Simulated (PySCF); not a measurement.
A structure optimised at B3LYP-D3(BJ)/def2-TZVP, used in a PySCF frequency run:

```xyz
4

Mg     0.0097    -0.6086     0.0000
F     -0.0110    -2.3632     0.0000
S      0.0780     1.6744     0.0000
H     -1.2640     1.7825     0.0000
```

Write its SMILES, formula and point group.

[F][Mg][SH], FHMgS, Cs

What are its rotational constants (standard atomic weights)?

286.67, 2.4299, 2.4095 GHz
